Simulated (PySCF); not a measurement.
Species: Br2GeH3P.
InChI=1S/Br2GeH3P/c1-3(2)4/h3H,4H2

Torsions of this conformer, `[PH2:1][GeH:2]([Br:3])[Br:4]`: H–P1–Ge2–Br3 48°, H–P1–Ge2–Br3 -46°.

The closed-shell ground state was solved at several levels (PySCF, density fitting, gas phase). Isolated species at its PBE0-D3(BJ)/def2-SVP geometry (one conformer only). Relativistic effects, spin–orbit coupling among them, are left out although an element past zinc is present.

```
              level  basis functions  total energy (Eh)  HOMO (eV)  LUMO (eV)  gap (eV)  dipole (D)
   wB97X-D/pcSseg-2              274         -7568.9076      -9.74      -0.01      9.73        1.88
CAM-B3LYP/def2-SVPD              168         -7567.9520      -9.20      -0.80      8.40        2.00
```

Problem. What might PBE0/pcSseg-1 (162 basis functions) give for the same quantities?

Solution. Total energy -7566.7951 Eh, HOMO -8.00 eV, LUMO -1.60 eV, gap 6.40 eV, dipole 1.87 D.

Problem. Over all these levels, which gives the widest orbital gap and which the narrowest?

Solution. wB97X-D/pcSseg-2 (range-separated hybrid) has the widest, 9.73 eV, and PBE0/pcSseg-1 (global hybrid, 25 % exact exchange) the narrowest, 6.40 eV. Functional and basis both differ between the two, so the spread mixes both effects.

Problem. How far do the dipole and the HOMO energy spread over the levels?

Solution. The dipole runs from 1.87 to 2.00 D (mean 1.91 D) and the HOMO from -9.74 to -8.00 eV.

Note: wB97X-D ran without an empirical dispersion term, which enters the total energy and its gradient alone.
